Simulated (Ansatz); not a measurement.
Ideal-gas functions of `C=NBF` at 500 K and 1 bar, from an Ansatz frequency run at PBE0-D4/def2-TZVP.

Molar mass 58.85 g/mol, point group Cs (symmetry number 1), electronic degeneracy 1, moments of inertia 11.205, 117.053, 124.755 u Å². Harmonic wavenumbers (cm⁻¹, unscaled): 62, 199, 532, 556, 875, 991, 1085, 1106, 1196, 1340, 1545, 1981, 2640, 3019, 3088.

Use S(trans) = R[1.5 ln M + 2.5 ln T − 1.1517]; rotational temperatures θ = 24.2544 K / I; S(rot) = R[ln(√π/σ · √(T³/θAθBθC)) + 1.5]; for each mode x = 1.438777 ν̃/T, S = R[x/(eˣ − 1) − ln(1 − e⁻ˣ)] and H = RT x/(eˣ − 1); 1 cm⁻¹ = 0.0119627 kJ/mol; R = 8.31446 J/(mol·K).

Task: By hand: the entropy, in J/(mol·K).

Result: Translation 170.4. Rotation: θ = 2.1646, 0.2072, 0.1944 K, giving 104.9. Vibration, mode by mode: 22.66, 13.06, 5.54, 5.24, 2.54, 1.95, 1.57, 1.50, 1.22, 0.87, 0.54, 0.19, 0.04, 0.01, 0.01, in all 56.9. Electronic 0.0. Sum 332.2 J/(mol·K).

Task: By hand: H − E and G − E in kJ/mol, counted from the electronic energy.

Result: Zero-point energy ½ × 20215 × 0.0119627 = 120.9; thermal vibration 14.3; translation, rotation and pV give 4 RT = 16.6. H − E = 151.8 kJ/mol, and G − E = 151.8 − 500 × 332.2/1000 = -14.3 kJ/mol.

Vibration gives 17 % of the entropy, 22.7 J/(mol·K) of it from the mode under 150 cm⁻¹: soft modes count most, and the harmonic formula is weakest for them. The sum counts one conformer and one mirror image; others add a mixing term.
